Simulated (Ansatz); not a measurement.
Mulliken charges of ClF₂HSTi, SMILES `[F][Ti]([F])([SH])[Cl]` from PBE/def2-TZVPP in Ansatz (PBE0-D4/def2-TZVP geometry).

| atom | x (Å) | y (Å) | z (Å) | charge (e) |
| --- | --- | --- | --- | --- |
| F1 | -0.287 | -1.106 | 1.439 | -0.306 |
| Ti2 | -0.511 | -0.088 | 0.045 | 0.869 |
| F3 | -1.886 | 0.961 | 0.179 | -0.302 |
| S4 | 1.289 | 1.274 | -0.147 | -0.199 |
| Cl5 | -0.673 | -1.354 | -1.725 | -0.189 |
| H6 | 2.109 | 0.249 | 0.162 | 0.127 |

By hand: the dipole of these point charges (1 e Å = 4.8032 D).

Σ q r = (0.352, 0.006, -0.079) e Å, of length 0.361 e Å = 1.73 D.

How does the dipole of the full density compare? (An estimate is asked.)

The calculation gave: (0.208, -0.007, 0.035) e Å, 1.01 D; the point charges give 1.71 times that, at 22° from its direction.

Point charges leave out the atoms' own dipoles, such as those of lone pairs, and Mulliken's split depends on the basis, so the two needn't agree.
